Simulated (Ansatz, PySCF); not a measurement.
Sb(Br)2(OH) (Br2HOSb), SMILES [OH][Sb]([Br])[Br]. Atoms are numbered in the order given.

```xyz
5

Sb     0.3843     0.8033     0.0000
Br    -0.0982    -0.8041    -1.8933
Br    -0.0982    -0.8041     1.8933
O     -1.3280     1.7666     0.0000
H     -2.1035     1.1880     0.0000
```

Geometry optimised at PBE0-D3(BJ)/def2-SVP. The structure was generated by enumeration; whether it is a known compound was not checked. The def2 effective core potentials stand for the cores of Sb; spin–orbit coupling is left out. The values are those of a single conformer.

Vertical ionisation energy (IE) and electron affinity (EA) in eV. Rows of orbital energies are one-electron estimates. Where ΔSCF, EOM or ADC give a negative EA the extra electron is unbound and the value depends on the basis.

```csv
level,IE,EA
"−ε(HOMO), −ε(LUMO), CAM-B3LYP/def2-TZVP (PySCF)",9.48,1.09
"−ε(HOMO), −ε(LUMO), PBE/def2-TZVP (PySCF)",7.10,2.74
"ΔSCF, PBE/def2-SVPD (Ansatz), final states of multiplicity 2 and 2",?,?
```

### Question
What belongs in the gaps? (An estimate is asked for; the answer gives what the named calculation found.)

### Answer

- ΔSCF, PBE/def2-SVPD (Ansatz, a first-principles code), final states of multiplicity 2 and 2, IE: 9.87
- ΔSCF, PBE/def2-SVPD (Ansatz), final states of multiplicity 2 and 2, EA: 0.53

### Question
What vertical singlet–triplet gap does ΔSCF give with PBE/def2-SVPD (Ansatz)? (The exact figures need the calculation; the answer reports its results.)

### Answer
4.11 eV (triplet above singlet where positive).
